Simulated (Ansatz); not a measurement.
Basis-set extrapolation for C4H8BN, SMILES `C=CB(C)C=N` (PBE0-D4/def2-TZVP geometry, frozen core, Ansatz 0.2.0). Multiplicity 1, RHF reference.

```
                      def2-TZVPP   def2-QZVPP
                 HF  -235.317372  -235.327992
    MP2 correlation    -0.952261    -1.013826
CCSD(T) correlation    -1.048257      not run
```

Energies in hartree. Use E(X) = E(∞) + A·exp(−7.88·√X) for Hartree–Fock and E(X) = E(∞) + B·X^(−2.97) for correlation, with X = 3 and 4, and add CCSD(T) minus MP2 of the smaller set to the MP2 limit.

Question: What is the CCSD(T) energy at the basis-set limit?

Answer: HF limit: -235.327992 + (-0.010620) × 0.13774 = -235.32945. MP2 limit: -1.013826 + (-0.061565) × 0.74074 = -1.05943. Higher-order term: -1.048257 − (-0.952261) = -0.09600. Total: -236.48488 hartree, 313.1 kJ/mol below CCSD(T)/def2-TZVPP.
